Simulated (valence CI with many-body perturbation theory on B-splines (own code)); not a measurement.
Energy levels of Ge18+

Computed by relativistic CI+MBPT: four valence electrons over a frozen Dirac-Fock core [Ne], radial functions for each j: 11 s, 11 p, 9 d, 7 f, 5 g, 2 h, 1 i, with the one-electron correlation potential Σ1 (screened to all orders), the two-electron term Σ2, the three-electron term Σ3, Breit, model QED; selected single and double excitations, second order for the rest (own B-spline code, finite nucleus).

No measured spectrum was set against this ion. As an estimate, levels of excited configurations hold to 0.05 to 0.15 % of their energy, terms of the ground configuration to about 0.5 %.

Levels 46 to 71 of 71, with energies above the lowest level, 3s2 3p2 3P_0. "Leading %" is the weight of the configuration and term that name the level; weights of strongly mixed levels are sums over their largest components and can fall short. In the jj column 3d3/2^4 stands for four electrons in 3d with j = 3/2.

```
No.  Configuration  Term  J  E (eV)  Leading %                   Leading jj   Second component
 46      3s 3p2 3d    5P  2  130.21         90  3s 3p1/2 3p3/2 3d3/2 (36 %)                   
 47      3s 3p2 3d    5P  1  130.80         94  3s 3p1/2 3p3/2 3d3/2 (49 %)                   
 48            3p4    1S  0  131.41         52      3s 3p3/2^2 3d5/2 (37 %)  22 % 3s 3p2 3d 1S
 49      3s 3p2 3d    3P  2  131.88         61  3s 3p1/2 3p3/2 3d5/2 (42 %)        24 % 3p4 3P
 50      3s 3p2 3d    3P  1  134.94         55  3s 3p1/2 3p3/2 3d5/2 (23 %)        23 % 3p4 3P
 51      3s 3p2 3d    3G  3  137.36         85  3s 3p1/2 3p3/2 3d3/2 (80 %)  11 % 3s 3p2 3d 1F
 52      3s 3p2 3d    3P  0  137.85         56      3s 3p3/2^2 3d3/2 (29 %)        27 % 3p4 3P
 53      3s 3p2 3d    3G  4  138.41         92  3s 3p1/2 3p3/2 3d5/2 (38 %)                   
 54      3s 3p2 3d    3D  2  138.63         57      3s 3p1/2^2 3d3/2 (27 %)  12 % 3s 3p2 3d 3F
 55      3s 3p2 3d    3D  1  139.42         79      3s 3p3/2^2 3d3/2 (34 %)   9 % 3s 3p2 3d 3P
 56      3s 3p2 3d    3D  3  139.52         73  3s 3p1/2 3p3/2 3d5/2 (57 %)  13 % 3s 3p2 3d 1F
 57      3s 3p2 3d    3G  5  139.71         95      3s 3p3/2^2 3d5/2 (51 %)                   
 58      3s 3p2 3d    1G  4  140.50         71  3s 3p1/2 3p3/2 3d5/2 (60 %)    12 % 3s2 3d2 1G
 59      3s 3p2 3d    1F  3  141.40         55  3s 3p1/2 3p3/2 3d5/2 (45 %)  18 % 3s 3p2 3d 3F
 60      3s 3p2 3d    3F  2  141.87         51      3s 3p3/2^2 3d3/2 (33 %)  32 % 3s 3p2 3d 3D
 61      3s 3p2 3d    3F  3  143.81         59  3s 3p1/2 3p3/2 3d5/2 (41 %)  26 % 3s 3p2 3d 3D
 62      3s 3p2 3d    3D  1  144.19         93  3s 3p1/2 3p3/2 3d5/2 (52 %)                   
 63      3s 3p2 3d    1P  1  144.63         56  3s 3p1/2 3p3/2 3d3/2 (64 %)  29 % 3s 3p2 3d 3D
 64      3s 3p2 3d    3D  2  145.10         72  3s 3p1/2 3p3/2 3d5/2 (40 %)  13 % 3s 3p2 3d 3F
 65      3s 3p2 3d    3P  0  145.29         79  3s 3p1/2 3p3/2 3d5/2 (44 %)    14 % 3s2 3d2 3P
 66      3s 3p2 3d    3P  1  146.18         65  3s 3p1/2 3p3/2 3d5/2 (56 %)    13 % 3s2 3d2 3P
 67      3s 3p2 3d    3F  4  146.94         76      3s 3p3/2^2 3d3/2 (48 %)  10 % 3s 3p2 3d 1G
 68      3s 3p2 3d    3P  2  147.56         60      3s 3p3/2^2 3d5/2 (35 %)    13 % 3s2 3d2 3P
 69      3s 3p2 3d    3D  3  147.99         68      3s 3p3/2^2 3d5/2 (68 %)  11 % 3s 3p2 3d 3F
 70      3s 3p2 3d    3D  1  149.06         46      3s 3p3/2^2 3d3/2 (39 %)  29 % 3s 3p2 3d 3S
 71      3s 3p2 3d    3D  2  149.10         59      3s 3p3/2^2 3d3/2 (30 %)  16 % 3s 3p2 3d 3F
```

Names give the largest LS component (configuration and term), which can be under half, so a name can repeat, a term be missing and a line seem to break the LS rules; names also repeat where a configuration has a term twice.

Where two levels of one J and parity lie close, their mixing, g and order are uncertain.
